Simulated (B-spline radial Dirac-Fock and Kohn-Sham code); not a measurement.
## Two-hole binding energies of Hg⁺

System: Hg⁺, [Xe] 4f14 5d10 6s1.

Model: Dirac-Fock ΔSCF + Breit + QED. Program: a radial B-spline solver. U is the two-hole binding energy less the two single-hole energies, the effective repulsion of the holes after relaxation. Each two-hole energy is an average over J within one jj subconfiguration.

| holes | E(a) (eV) | E(b) (eV) | E(ab) (eV) | U (eV) |
| --- | --- | --- | --- | --- |
| 1s⁻¹ 2p3/2⁻¹ | 83114.3 | 12300.2 | 95783.6 | 369.2 |
| 1s⁻¹ 3d5/2⁻¹ | 83114.3 | 2312.7 | 85531.9 | 105.0 |
| 2s⁻² | 14866.5 | 14866.5 | 29979.9 | 247.0 |
| 2p3/2⁻² | 12300.2 | 12300.2 | ? | ? |
| 2s⁻¹ 3p1/2⁻¹ | 14866.5 | 3301.0 | 18271.0 | 103.5 |
| 2p1/2⁻¹ 3s⁻¹ | 14225.8 | 3586.5 | 17910.9 | 98.7 |
| 2s⁻¹ 3p3/2⁻¹ | 14866.5 | 2869.8 | 17829.7 | 93.4 |
| 2s⁻¹ 3d3/2⁻¹ | 14866.5 | 2403.4 | 17376.5 | 106.6 |
| 2s⁻¹ 3d5/2⁻¹ | 14866.5 | 2312.7 | 17281.3 | 102.2 |
| 2p3/2⁻¹ 3d5/2⁻¹ | 12300.2 | 2312.7 | 14713.9 | 101.0 |
| 3d3/2⁻¹ 3d5/2⁻¹ | 2403.4 | 2312.7 | 4795.4 | 79.3 |
| 3d5/2⁻² | 2312.7 | 2312.7 | 4702.4 | 77.1 |
| 4d5/2⁻² | 378.5 | 378.5 | 785.8 | 28.7 |
| 5d3/2⁻¹ 5d5/2⁻¹ | 24.53 | 22.70 | 60.88 | 13.6 |

Question: Give the missing two-hole energy and U.

Answer: E(ab) = 24855.1 eV and U = 254.7 eV.

Values without a named source are computed, but for edge energies of neutral atoms, which are taken from tables.
